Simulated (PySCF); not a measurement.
C2H7BrSi, SMILES CC[SiH2]Br (GFN2-xTB optimised geometry):

```
11

C      1.044     0.159     1.216
C      0.443    -0.542     0.000
Si    -1.452    -0.542     0.000
Br    -2.131     1.573     0.000
H      2.131     0.133     1.175
H      0.733     1.202     1.255
H      0.728    -0.325     2.139
H      0.799    -1.573    -0.034
H      0.812    -0.058    -0.908
H     -2.007    -1.122    -1.215
H     -2.013    -1.116     1.215
```

Method: B3LYP/def2-TZVP run with PySCF.

Q: What are the frontier orbital energies and the dipole moment?

A: HOMO-2 -8.97 eV, HOMO-1 -7.95 eV, HOMO -7.87 eV, LUMO -0.08 eV, LUMO+1 0.56 eV; dipole moment 2.06 D.

On the same geometry PBE/def2-TZVP (PySCF) gives HOMO-2 -7.87 eV, HOMO-1 -6.93 eV, HOMO -6.86 eV, LUMO -0.75 eV, LUMO+1 0.00 eV; dipole moment 2.00 D.

Meta-Löwdin charges at B3LYP/def2-TZVP: C1 -0.32, C2 -0.43, Si3 0.68, Br4 -0.30, H5 0.11, H6 0.11, H7 0.11, H8 0.12, H9 0.12, H10 -0.10, H11 -0.10.
